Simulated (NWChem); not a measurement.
System: BiF₂ cation; SMILES [F][Bi+][F]

Results from NWChem. Structure relaxed at the PBE0/def2-SVP level. def2 effective core potentials on Bi; no spin-orbit coupling. B3LYP is NWChem's, with the RPA form of VWN correlation. Static field.

```
level                   isotropic polarisability (bohr³)  anisotropy (bohr³)
----------------------  --------------------------------  ------------------
PBE/def2-SVPD                                       30.9                12.8
B3LYP/def2-SVPD                                     29.7                11.9
BHandHLYP/def2-SVPD                                 28.3                10.4
Hartree-Fock/def2-SVPD                              27.1                 8.4
```
